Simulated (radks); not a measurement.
Spin polarisation of the 5p5 shell in the xenon ion Xe+. Start: [Kr] 4d10 5s2 5p(up 2.5, down 2.5); electrons of 5p are moved from spin down to spin up, other shells keep equal spins. All-electron calculation, scalar-relativistic Kohn-Sham, BLYP, spin-polarised, spherical densities, point nucleus. Program: a radial shooting solver on a logarithmic mesh with Libxc functionals.

| moment (Bohr magnetons) | E - E(0) (eV) | e(5p up) (eV) | e(5p down) (eV) | 5s down minus up (eV) |
|---|---|---|---|---|
| 0 | 0.000 | -16.821 | -16.821 | 0.000 |
| 0.25 | -0.010 | -16.899 | -16.740 | 0.159 |
| 0.5 | -0.040 | -16.974 | -16.656 | 0.318 |
| 0.75 | -0.089 | -17.046 | -16.570 | 0.477 |
| 1 | -0.159 | -17.116 | -16.482 | 0.634 |

At moment 1 the spin-polarisation energy is -0.159 eV and the 5p exchange splitting 0.633 eV, that is 0.633 eV per Bohr magneton; E = -I m^2/4 would give I = 0.635 eV.
